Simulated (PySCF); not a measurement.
## Bonding in `C=C/C=C/N([SiH3])[SiH2]F`

Species: C4H10FNSi2.
Atom-mapped SMILES: `[CH2:1]=[CH:2]/[CH:3]=[CH:4]/[N:5]([SiH3:6])[SiH2:7][F:8]` (hydrogens: H9, H10 on C1; H11 on C2; H12 on C3; H13 on C4; H14, H15, H16 on Si6; H17, H18 on Si7)

Cartesian coordinates in Å at the GFN2-xTB level; atoms count from 1:
```xyz
18
C4H10FNSi2 angstrom
C      3.570   -0.096   -0.354
C      2.432   -0.585    0.134
C      1.141    0.024   -0.059
C      0.016   -0.496    0.446
N     -1.259    0.029    0.317
Si    -1.493    1.534   -0.554
Si    -2.621   -0.840    0.959
F     -2.048   -2.058    1.834
H      4.516   -0.580   -0.187
H      3.589    0.810   -0.937
H      2.443   -1.498    0.717
H      1.115    0.936   -0.638
H      0.072   -1.413    1.017
H     -1.089    1.349   -1.948
H     -0.725    2.584    0.112
H     -2.928    1.794   -0.466
H     -3.350   -0.010    1.900
H     -3.391   -1.476   -0.098
```

Bond orders from the PBE0/pcSseg-1 density (PySCF). One conformer (not necessarily the lowest) at the GFN2-xTB geometry, without solvent, vibrations or thermal averaging.

Question: Where do the orders between heavy atoms depart from those drawn in the SMILES?

Answer: The largest departure is 0.271, at C3–C4 (drawn double, 1.729). Drawn single, order above 1.12: C2–C3 (1.132). Drawn single, order below 0.88: N5–Si6 (0.866).

Question: Give the Mayer order of every bond, beside its length.

Answer: 
```tsv
bond	drawn as	length (Å)	Mayer order
C1–C2	double	1.331	1.889
C2–C3	single	1.440	1.132
C3–C4	double	1.338	1.729
C4–N5	single	1.385	0.978
N5–Si6	single	1.755	0.866
N5–Si7	single	1.738	0.904
Si7–F8	single	1.606	0.908
C1–H9	single	1.076	0.949
C1–H10	single	1.078	0.958
C2–H11	single	1.083	0.967
C3–H12	single	1.081	0.941
C4–H13	single	1.082	0.959
Si6–H14	single	1.463	0.935
Si6–H15	single	1.462	0.937
Si6–H16	single	1.461	0.937
Si7–H17	single	1.452	0.912
Si7–H18	single	1.454	0.905
```

Bonds between the same two heavy elements. C–C: lowest C2–C3 (1.132, 1.440 Å), highest C1–C2 (1.889, 1.331 Å). N–Si: lowest N5–Si6 (0.866, 1.755 Å), highest N5–Si7 (0.904, 1.738 Å).

Question: Sum the orders of all bonds at each heavy atom with more than one neighbour and set the sums beside the valence in the SMILES.

Answer: C1 3.796 (drawn 4), C2 3.988 (drawn 4), C3 3.802 (drawn 4), C4 3.666 (drawn 4), N5 2.748 (drawn 3), Si6 3.675 (drawn 4), Si7 3.629 (drawn 4). Orders between atoms that aren't bonded are not in these sums.

Mayer orders depend on the basis set.
